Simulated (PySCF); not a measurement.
## Identify the compound

The spectra below were simulated for a compound C₇H₁₂O.

1H NMR (400 MHz, computed): δ 4.74 (t, 1H), 4.13 (m, 2H), 2.11 (m, 2H), 2.03 (q, 2H), 1.64 (m, 2H), 1.11 (t, 3H).

13C{1H} NMR (computed): δ 165.5 (C), 99.4 (CH), 68.9 (CH2), 33.9 (CH2), 25.7 (CH2), 25.1 (CH2), 16.4 (CH3).

No solvent, one computed conformer, no relativistic terms, fast rotation and ring inversion assumed for equivalent nuclei. Geometry from GFN2-xTB; GIAO PBE0/pcSseg-1 shieldings; PySCF 2.14.

Scale: TMS for 1H (31.72 ppm), 13C (186.93 ppm) (reference shieldings calculated alike).

What is the structure?

## Answers


1. The formula gives 2 degrees of unsaturation (1 ring in the answer).
2. 7 carbon signals for 7 carbons: no two carbons are equivalent.
3. Carbon types of the structure: 1 × C, 1 × CH, 4 × CH2, 1 × CH3, which accounts for all hydrogens.
4. δC 165.5: alkene carbon bearing oxygen; an sp2 carbon further deshielded by the attached heteroatom.
5. δC 99.4: β carbon of an enol-ether or enamine type C=C; the O or N lone pair pushes π density onto this β carbon and shields it.
6. δC 68.9: sp3 CH2 bonded to O; the inductive effect lowers its shielding.
7. δC 16.4: methyl carbon; a saturated carbon with 1 carbon neighbour and no heteroatom attached.
8. δH 4.74: hydrogen on a β carbon of an enol-ether or enamine type C=C; lone-pair donation from O or N shields it, upfield of ordinary alkene protons.
9. δH 4.13: hydrogen on an sp3 CH2 bonded to O; its carbon carries O, an electronegative neighbour.
10. δH 2.11, 2.03: hydrogen on an allylic sp3 CH2; allylic position.

The compound is SMILES C1(CC)=CCCCO1.

The shifts were computed for this structure.

Shifts are as computed. Against solution values, carbons near 30 ppm lie about +3 ppm off and those near 130 ppm about +5 ppm. Of 1211 compounds with measured shifts, 218 miss one by over three times the rms of a fit or turn the order of signals round; such compounds aren't used in these exercises. Multiplicities follow the n + 1 count of equivalent neighbours, as no J values were calculated; m marks all less simple cases, F and P coupling included.
